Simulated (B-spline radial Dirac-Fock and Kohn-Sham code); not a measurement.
## X-ray form factors of cesium in several charge states

The computed values come from a radial finite-basis atomic code: Dirac-Fock densities.

Configurations: Cs⁴¹⁺ [Ne] 3s2 3p2; Cs⁴²⁺ [Ne] 3s2 3p1; Cs⁴³⁺ [Ne] 3s2. The first column is f₀ of Cs⁴¹⁺, the others are differences from it.

```csv
s (Å⁻¹),Cs⁴¹⁺,Δ Cs⁴²⁺,Δ Cs⁴³⁺
0,14.000,-1.000,-2.000
0.05,13.992,-0.999,-1.997
0.1,13.969,-0.994,-1.988
0.15,13.931,-0.987,-1.974
0.2,13.878,-0.976,-1.953
0.25,13.810,-0.963,-1.928
0.3,13.728,-0.948,-1.897
0.35,13.633,-0.929,-1.860
0.4,13.524,-0.909,-1.819
0.45,13.403,-0.886,-1.774
0.5,13.271,-0.861,-1.724
0.6,12.973,-0.805,-1.614
0.7,12.638,-0.743,-1.492
0.8,12.274,-0.677,-1.362
0.9,11.887,-0.609,-1.226
1,11.484,-0.540,-1.088
1.1,11.073,-0.471,-0.951
1.2,10.661,-0.404,-0.819
1.4,9.850,-0.282,-0.575
1.6,9.088,-0.180,-0.369
```
